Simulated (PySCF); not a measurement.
A structure optimised at PBE-D3(BJ)/def2-SVP, used in a PySCF frequency run:

```
C
C 1 1.3473
H 1 1.1051 2 118.72
H 2 1.1052 1 122.28 3 180.00
H 2 1.1062 4 115.30 1 180.00
In 1 2.1601 3 120.12 2 180.00
H 6 1.7272 1 135.88 3 0.00
O 6 2.0347 7 110.83 1 180.00
H 8 0.9763 6 111.20 7 180.00
```

Task: Write its SMILES, formula and point group.

Result: C=[CH][InH][OH], C2H5InO, Cs

Task: What are its rotational constants (standard atomic weights)?

Result: 7.0040, 2.8646, 2.0331 GHz
